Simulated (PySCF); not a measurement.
# Electron correlation in Kr⁺ (krypton, charge +1)

[Ar] 3d10 4s2 4p5, 2P determinant. Calculation: PySCF 2.14, in pcseg-2 (6s5p3d1f, 43 functions); no relativity, point nucleus. Frozen: [Ar] 3d10; 7 electrons correlated.

MP2 pair energies summed by pair of shells (mhartree):

```tsv
pair	energy	share (%)
4p-4p	-85.24	62.4
4s-4p	-43.72	32.0
4s-4s	-7.62	5.6
```

Total MP2 correlation energy: -136.58 mhartree.

Same-spin part -31.17 and opposite-spin part -105.41 mhartree; SCS-MP2 scales them by 1/3 and 6/5 to -136.88 mhartree.

```
  level  correlation energy (mhartree)
   CCSD                        -156.88
    (T)                          -4.04
CCSD(T)                        -160.92
```

Diagnostics: T1 = 0.0056, D1 = 0.0192, largest double amplitude 0.049.

Question: Is a single reference adequate?

Answer: Yes, within this model without spin-orbit coupling: T1 lies below 0.03 and no double amplitude reaches 0.07.
